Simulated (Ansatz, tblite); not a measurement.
Spin states of Si24AsH34⁻, each relaxed with r2SCAN-D4/def2-SVP in Ansatz. Electronic energies in the gas phase.

The 6-31G sets use Cartesian d functions. The xTB rows come from tblite. Correlated methods freeze 129 core orbitals; core or outer-core shells of As are correlated, in sets that lack core-valence functions. The rows differ in basis, and correlated rows in double-zeta sets carry the largest basis error. Single mean-field runs in 6-31G, def2-TZVP are fitted with def2-universal-jkfit.

Singlet geometry:

Cartesian coordinates in Å:
```
Si -1.948 -2.188 1.308
Si -4.649 -0.250 -2.967
Si 1.822 -2.855 1.607
Si -1.060 -1.379 -2.285
Si 0.375 -0.323 3.732
Si -2.618 1.265 -0.099
Si 4.034 -1.281 4.307
Si 4.574 -0.538 0.639
Si 3.093 2.060 2.819
Si 1.987 1.155 -3.099
Si 0.495 3.695 -0.952
Si -1.667 2.088 -3.659
Si -0.282 -3.849 1.214
Si -1.802 -1.183 3.432
Si 1.879 -2.129 3.845
Si -3.178 -2.083 -3.011
Si -4.765 0.598 -0.778
As -1.061 -0.509 -0.093
Si -3.807 1.433 -4.378
Si 2.233 -0.771 0.467
Si -0.145 0.292 -3.672
Si 1.289 0.885 1.856
Si -1.695 2.946 -1.468
Si 4.744 0.388 2.792
Si 2.263 2.116 -0.952
H -3.321 -2.709 0.991
H -6.016 -0.676 -3.428
H 2.869 -3.907 1.355
H -0.146 -2.568 -2.215
H 0.374 0.456 5.020
H -2.676 1.719 1.330
H 5.025 -2.413 4.292
H 4.056 -0.720 5.702
H 5.251 -1.880 0.613
H 5.226 0.312 -0.407
H 2.786 2.440 4.242
H 3.519 3.307 2.105
H 2.933 0.000 -3.308
H 2.226 2.057 -4.286
H 0.359 4.363 0.392
H 0.608 4.840 -1.930
H -1.164 3.155 -4.593
H -0.593 -4.912 2.231
H -0.313 -4.521 -0.129
H -2.148 -2.201 4.484
H -2.824 -0.089 3.545
H 1.542 -3.180 4.867
H -3.698 -3.172 -2.118
H -3.119 -2.640 -4.406
H -5.292 -0.458 0.150
H -5.735 1.745 -0.742
H -3.766 0.914 -5.787
H -4.759 2.596 -4.368
H 1.795 -0.966 -0.947
H -0.133 -0.301 -5.059
H 0.210 1.800 1.375
H -2.677 4.089 -1.426
H 6.123 0.835 3.194
H 3.365 3.098 -1.344
```

Triplet geometry:

Cartesian coordinates in Å:
```
Si 2.639 1.301 0.770
Si -0.709 4.283 3.374
Si 2.700 -2.453 0.158
Si -0.328 0.542 2.780
Si 2.487 -0.290 -2.686
Si -0.570 2.821 -0.136
Si 3.260 -4.037 -3.341
Si 0.059 -4.686 -1.323
Si -0.154 -2.504 -4.192
Si -3.342 -1.626 1.483
Si -3.589 0.784 -1.611
Si -3.658 2.168 1.970
Si 3.562 -0.718 1.533
Si 3.330 1.561 -1.459
Si 3.685 -2.178 -1.960
Si 0.304 2.324 4.188
Si 0.046 4.675 1.182
As 0.300 0.726 0.512
Si -3.047 3.985 3.339
Si 0.425 -2.519 -0.496
Si -2.656 0.206 2.786
Si 0.285 -1.098 -2.362
Si -2.905 2.553 -0.221
Si 0.947 -4.460 -3.489
Si -2.909 -1.301 -0.794
H 3.007 2.476 1.634
H -0.385 5.455 4.262
H 3.078 -3.770 0.784
H 0.337 -0.716 3.262
H 2.709 -0.014 -4.150
H -0.064 3.031 -1.535
H 3.966 -5.254 -2.802
H 3.824 -3.800 -4.718
H 0.800 -5.711 -0.510
H -1.370 -5.163 -1.396
H 0.431 -1.947 -5.459
H -1.601 -2.805 -4.495
H -2.649 -2.865 1.967
H -4.816 -1.863 1.714
H -3.039 1.000 -2.989
H -5.092 0.832 -1.757
H -5.157 2.027 1.984
H 5.057 -0.671 1.391
H 3.269 -0.916 2.994
H 4.831 1.555 -1.522
H 2.876 2.887 -2.002
H 5.171 -1.926 -1.879
H 1.792 2.516 4.249
H -0.171 2.067 5.591
H 1.529 4.913 1.196
H -0.602 5.923 0.652
H -3.538 3.761 4.742
H -3.699 5.246 2.845
H -0.462 -2.180 0.680
H -3.111 0.001 4.210
H -0.683 0.058 -2.261
H -3.522 3.838 -0.714
H 0.702 -5.654 -4.380
H -3.580 -2.393 -1.594
```

⟨S²⟩: triplet 2.01 at PBE0-D4/def2-TZVP (pure 2.00).

Only these spin states were relaxed.

**Question.** Estimate which spin state lies lowest at each of these levels, and by how much: GFN1-xTB; GFN2-xTB; HF/6-31G; PBE-D4/def2-TZVP; r2SCAN-D4/def2-TZVP; r2SCANh-D4/def2-TZVP; PBE0-D4/def2-TZVP; MP2/def2-SVP.

**Answer.** 
```tsv
level	triplet − singlet (kJ/mol)	lowest of these	remarks
GFN1-xTB	182.0	singlet	–
GFN2-xTB	166.3	singlet	–
HF/6-31G	223.9	singlet	HOMO above zero (triplet)
PBE-D4/def2-TZVP	158.3	singlet	–
r2SCAN-D4/def2-TZVP	155.9	singlet	–
r2SCANh-D4/def2-TZVP	161.3	singlet	–
PBE0-D4/def2-TZVP	174.2	singlet	–
MP2/def2-SVP	200.7	singlet	–
```

Change of the triplet − singlet gap on mixing in exact exchange, in kJ/mol: PBE to PBE0 (25 % exact exchange) 15.9; r2SCAN to r2SCANh (10 % exact exchange) 5.4. The xTB methods have no spin-polarisation term.
